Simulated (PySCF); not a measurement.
This PySCF input asks for the NMR shieldings of `InChI=1S/C4H6N2SSi/c1-2-3-4(8)7-6-5-3/h2H,1H2,8H3`; the geometry comes from GFN2-xTB.

```python
import basis_set_exchange as bse
import numpy as np
from pyscf import gto, dft
from pyscf.prop import nmr

atoms = """
C    -2.261746   -1.366032    0.023056
C    -0.988834   -0.989901    0.047475
C    -0.576753    0.393476   -0.050305
N    -1.485757    1.388255   -0.151062
N    -1.015597    2.543192   -0.224641
S     0.650230    2.571817   -0.182624
C     0.731387    0.863331   -0.053684
Si    2.385218   -0.013206    0.076695
H    -3.048406   -0.636797   -0.068242
H    -2.549924   -2.400467    0.093774
H    -0.186523   -1.708329    0.143919
H     3.334966    0.721836   -0.756219
H     2.225140   -1.384361   -0.404169
H     2.785921    0.016712    1.483862
"""
names = dict.fromkeys(["C", "N", "S", "Si", "H"], "pcSseg-1")
basis = {el: gto.basis.parse(bse.get_basis(n, elements=[el], fmt="nwchem")) for el, n in names.items()}
mol = gto.M(atom=atoms, basis=basis, charge=0, verbose=0)
mf = dft.RKS(mol, xc="PBE0")
mf.grids.level = 2
mf.grids.alignment = dft.numint.BLKSIZE   # the property module wants whole blocks of grid points
mf.conv_tol = 1e-9
mf.kernel()

calc = nmr.RKS(mf)   # GIAO
C = mf.mo_coeff
Co = C[:, mf.mo_occ > 0]
resp = mf.gen_response(singlet=True, hermi=2)
def vind(x):   # induced exchange potential for any number of trial vectors
    d = np.einsum("pi,xij,qj->xpq", C, 2 * x.reshape(-1, C.shape[1], Co.shape[1]), Co, optimize=True)
    return np.einsum("xpq,pi,qj->xij", resp(d - d.transpose(0, 2, 1)), C, Co, optimize=True).ravel()
mo1, _ = nmr.rhf.solve_mo1(calc, with_cphf=vind)
sigma = calc.kernel(mo1)
for i, s in enumerate(sigma):   # ppm
    print("%2d %-2s %9.2f" % (i, mol.atom_pure_symbol(i), np.trace(s) / 3))
```

Question: What are the results?

Answer: 
```
 0 C      56.11
 1 C      54.12
 2 C      21.53
 3 N    -198.79
 4 N    -210.06
 5 S     -89.20
 6 C      40.57
 7 Si    437.09
 8 H      24.01
 9 H      25.47
10 H      24.43
11 H      26.94
12 H      27.00
13 H      27.04
```

These numbers come from an equivalent density-fitted implementation of the same equations, which agrees with the script to about 0.01 ppm for H and up to a few tenths of a ppm for heavy atoms, so last digits may differ.

Question: Turn these shieldings into chemical shifts. References, each an isolated molecule treated in the same way: TMS for $^{13}$C (σref 186.93) and $^{29}$Si (σref 349.16) and $^{1}$H (σref 31.72); $^{15}$N (σref 267.73) against NH3; $^{33}$S (σref 503.73) vs CS2.

Answer: Averaging equivalent atoms: C 2: 165.4; C 6: 146.4; C 1: 132.8; C 0: 130.8; N 4: 477.8; N 3: 466.5; S 5: 593; Si 7: -87.9; H 8: 7.71; H 10: 7.29; H 9: 6.25; H 11/12/13: 4.72 ppm. Experimental scales use liquid or dissolved standards, which lie at an offset from isolated NH3 (liquid NH3: subtract about 20 ppm). Unscaled 15N shifts of sp2 nitrogen come out 20 to 40 ppm too high even then.

Size and cost of the density-fitted run: 180 basis functions, 19 s wall time on 1 thread of an AMD EPYC 9R14, shared host; peak memory 0.82 GiB.
